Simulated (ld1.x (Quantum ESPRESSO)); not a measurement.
## Configuration tests for Sr (Z = 38) (TM)

strontium, norm-conserving Troullier–Martins (Kleinman–Bylander form), made with ld1.x (Quantum ESPRESSO) 7.5 (BLYP, scalar-relativistic). Core [Kr], reference 4d0 5s0.5 5p0 (charge +1.5). Waves: 5s (bound): rc 2.65 bohr; 4d (bound, empty): rc 3.65 bohr; 4f channel at -0.15 Ry: rc 2.80 bohr; 5p (bound, empty): rc 3.70 bohr. Local part: the p channel. Core correction: a·sin(br)/r model core inside 2.75 bohr.

Energies are relative to the spin-unpolarised reference configuration 4d0 5s0.5 5p0; without spin polarisation the order of configurations can differ from experiment.

Q: Give the all-electron excitation energy and the error of the potential for: 4d0 5s2 5p0; 4d0 5s1 5p0; 4d0 5s1.5 5p0; 4d1 5s0 5p0; 4d0 5s1 5p1; 4d0 5s0 5p1; 4d0 5s0 5p2.

A:

| valence configuration | charge | ΔE all-electron (eV) | error AE − PS (meV) |
| --- | --- | --- | --- |
| 4d0 5s2 5p0 | 0 | -10.673 | +38 |
| 4d0 5s1 5p0 | +1 | -4.864 | +4.7 |
| 4d0 5s1.5 5p0 | +0.5 | -8.394 | +19 |
| 4d1 5s0 5p0 | +1 | -2.984 | +5.9 |
| 4d0 5s1 5p1 | 0 | -8.318 | +21 |
| 4d0 5s0 5p1 | +1 | -1.833 | +0.1 |
| 4d0 5s0 5p2 | 0 | -5.783 | +8.7 |

Levels in the configuration 4d0 5s0 5p2:

```csv
level,all-electron (eV),pseudo (eV)
5p,-2.068,-2.076
```

ld1.x printed “convergence not achieved” for 4 of the counted tests; their residual had stalled under 1e-8, short of the target of 1e-14.
